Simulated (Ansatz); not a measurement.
One change: `C[O][Ge][Cl]` becomes `[OH][Ge][Cl]`.

Ansatz, PBE0-D4/def2-TZVP geometries, multiplicity 1. Each molecule was computed in one conformer, which needn't be the lowest.

Scalar relativity is left out up to krypton.

```json
{"property": "size of the dipole moment (PBE/def2-TZVPP) / D", "`C[O][Ge][Cl]`": "1.25"}
{"property": "ideal-gas entropy at 298 K and 1 bar (rigid rotor, harmonic PBE0-D4/def2-TZVP) / J/(mol·K)", "`C[O][Ge][Cl]`": "335"}
{"property": "zero-point energy (PBE0-D4/def2-TZVP) / kJ/mol", "`C[O][Ge][Cl]`": "112.9"}
{"property": "size of the dipole moment (B3LYP/def2-TZVPP) / D", "`C[O][Ge][Cl]`": "1.24"}
{"property": "HOMO–LUMO gap (ωB97M-V/def2-TZVPP) / eV", "`C[O][Ge][Cl]`": "9.83"}
{"property": "HOMO energy (PBE/def2-TZVPP) / eV", "`C[O][Ge][Cl]`": "-6.81"}
```

Problem. What does the change do to each property? (Estimate.)

Solution. Ansatz gave: 
```csv
property,`[OH][Ge][Cl]`,shift
size of the dipole moment (PBE/def2-TZVPP) / D,0.72,-0.53
"ideal-gas entropy at 298 K and 1 bar (rigid rotor, harmonic PBE0-D4/def2-TZVP) / J/(mol·K)",293,-42
zero-point energy (PBE0-D4/def2-TZVP) / kJ/mol,38.7,-74.2
size of the dipole moment (B3LYP/def2-TZVPP) / D,0.82,-0.42
HOMO–LUMO gap (ωB97M-V/def2-TZVPP) / eV,9.86,0.03
HOMO energy (PBE/def2-TZVPP) / eV,-6.94,-0.13
```

The zero-point energy changes by -74.2 kJ/mol with -9 modes. Dipoles are sizes alone; their direction can turn.

B3LYP here is the variant with VWN-RPA as its local correlation; programs differ in this.
